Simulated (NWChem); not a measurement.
The numbers come from NWChem runs, not from measurements. System: C2H5ClInN, charge 0, spin multiplicity 1, at a geometry optimised with PBE0/def2-SVP with def2 effective core potentials on In. The structure started from a generated list of species. Level: RHF/def2-SVP with def2 effective core potentials on In.

The NWChem input:

```
start mol
memory heap 200 mb stack 800 mb global 1000 mb
geometry units angstroms nocenter noautoz
  In    -0.881494    -0.633945     0.000000
  H     -1.219020    -1.200639     1.583653
  H     -1.219020    -1.200639    -1.583653
  Cl    -0.498260     1.761516     0.000000
  C      3.195979     1.070506     0.000000
  C      2.316986    -0.075037     0.000000
  N      1.546189    -0.937477     0.000000
  H      2.544697     1.960247     0.000000
  H      3.827915     1.074040    -0.898901
  H      3.827915     1.074040     0.898901
  symmetry group Cs
end
basis spherical
  * library def2-svp
end
ecp
  In library def2-ecp
end
scf
  rhf
  nopen 0
  maxiter 100
  thresh 1e-7
  semidirect memsize 60000000 filesize 0
end
task scf energy
```

NWChem printed:

```
             Northwest Computational Chemistry Package (NWChem) 7.3.0
             --------------------------------------------------------

                                NWChem Input Module
                                -------------------

 Scaling coordinates for geometry "geometry" by  1.889725989
 (inverse scale =  0.529177249)

 Turning off AUTOSYM since
 SYMMETRY directive was detected!

                             Geometry "geometry" -> ""
                             -------------------------

 Output coordinates in angstroms (scale by  1.889725989 to convert to a.u.)

  No.       Tag          Charge          X              Y              Z
 ---- ---------------- ---------- -------------- -------------- --------------
    1 In                  49.0000    -0.88149400    -0.63394500     0.00000000
    2 H                    1.0000    -1.21902000    -1.20063900     1.58365300
    3 H                    1.0000    -1.21902000    -1.20063900    -1.58365300
    4 Cl                  17.0000    -0.49826000     1.76151600     0.00000000
    5 C                    6.0000     3.19597900     1.07050600     0.00000000
    6 C                    6.0000     2.31698600    -0.07503700     0.00000000
    7 N                    7.0000     1.54618900    -0.93747700     0.00000000
    8 H                    1.0000     2.54469700     1.96024700     0.00000000
    9 H                    1.0000     3.82791500     1.07404000    -0.89890100
   10 H                    1.0000     3.82791500     1.07404000     0.89890100

 Effective nuclear repulsion energy (a.u.)     511.1594092138

            Nuclear Dipole moment (a.u.)
            ----------------------------
        X                 Y               Z
 ---------------- ---------------- ----------------
    -0.0000491329    -0.0000170075     0.0000000000

      Symmetry information
      --------------------

 Group name             Cs
 Group number              2
 Group order               2
 No. of unique centers     8

      Symmetry unique atoms

     1    2    4    5    6    7    8    9


 Summary of "ao basis" -> "" (spherical)
[...]
    13     -0.208652   1 In pz               43      0.196692   4 Cl pz

 Vector   32  Occ=0.000000D+00  E= 8.905072D-02  Symmetry=a'
              MO Center= -1.1D+00, -5.9D-01,  3.0D-17, r^2= 6.9D+00
   Bfn.  Coefficient  Atom+Function         Bfn.  Coefficient  Atom+Function
  ----- ------------  ---------------      ----- ------------  ---------------
    14      0.974611   1 In px               75      0.442251   6 C  px
    57     -0.376932   5 C  s                11      0.237244   1 In px
    90      0.238309   7 N  py                4     -0.215856   1 In s
    47     -0.195244   4 Cl px               28      0.185398   2 H  s
    33      0.185398   3 H  s

 Vector   33  Occ=0.000000D+00  E= 1.116132D-01  Symmetry=a'
              MO Center= -2.7D-01, -5.6D-01, -5.6D-14, r^2= 8.4D+00
   Bfn.  Coefficient  Atom+Function         Bfn.  Coefficient  Atom+Function
  ----- ------------  ---------------      ----- ------------  ---------------
    15      1.025607   1 In py               40     -0.553373   4 Cl s
    57     -0.500182   5 C  s                98      0.429131   8 H  s
    75      0.309161   6 C  px               48      0.295233   4 Cl py
     3      0.290122   1 In s                76     -0.162051   6 C  py
     1     -0.160509   1 In s                89     -0.156999   7 N  px

 Vector   34  Occ=0.000000D+00  E= 1.366488D-01  Symmetry=a'
              MO Center=  3.9D-01, -7.3D-01, -3.5D-16, r^2= 9.0D+00
   Bfn.  Coefficient  Atom+Function         Bfn.  Coefficient  Atom+Function
  ----- ------------  ---------------      ----- ------------  ---------------
    15      0.700389   1 In py               28      0.601179   2 H  s
    33      0.601179   3 H  s                 4     -0.596737   1 In s
    14      0.527044   1 In px              103      0.461866   9 H  s
   108      0.461866  10 H  s                98     -0.420671   8 H  s
    57     -0.368754   5 C  s                61     -0.316545   5 C  px

 center of mass
 --------------
 x =  -0.22608961 y =  -0.10487413 z =   0.00000000

 moments of inertia (a.u.)
 ------------------
         699.942366800296        -239.882342509607           0.000000000000
        -239.882342509607        1290.633633416150           0.000000000000
           0.000000000000           0.000000000000        1942.839049897566

  Mulliken analysis of the total density
  --------------------------------------

    Atom       Charge   Shell Charges
 -----------   ------   -------------------------------------------------------
    1 In  21    20.19   2.59 -0.60  0.73  0.20  3.22  2.78  0.93  0.22  9.73  0.39
    2 H    1     1.19   0.67  0.51  0.01
    3 H    1     1.19   0.67  0.51  0.01
    4 Cl  17    17.51   2.00  1.99  1.17  0.80  5.94  2.06  3.54  0.01
    5 C    6     5.96   1.99  0.86  0.12  2.08  0.88  0.04
    6 C    6     6.00   1.99  0.94  0.22  1.91  0.87  0.07
    7 N    7     7.29   1.99  1.03  0.63  2.22  1.38  0.03
    8 H    1     0.87   0.71  0.13  0.03
    9 H    1     0.89   0.73  0.14  0.03
   10 H    1     0.89   0.73  0.14  0.03

       Multipole analysis of the density wrt the origin
       ------------------------------------------------

     L   x y z        total         open         nuclear
     -   - - -        -----         ----         -------
     0   0 0 0     -0.000000      0.000000     62.000000

     1   1 0 0      1.904257      0.000000     46.641850
     1   0 1 0     -0.134090      0.000000     33.543489
     1   0 0 1     -0.000000      0.000000      0.000000

     2   2 0 0    -27.903350      0.000000    605.376263
     2   1 1 0      5.833531      0.000000     79.601290
     2   1 0 1     -0.000000      0.000000      0.000000
     2   0 2 0    -45.853506      0.000000    297.412706
     2   0 1 1      0.000000      0.000000      0.000000
     2   0 0 2    -43.799067      0.000000     23.683154

 Task  times  cpu:        6.7s     wall:        6.7s

 Total times  cpu:        6.8s     wall:        6.8s
```
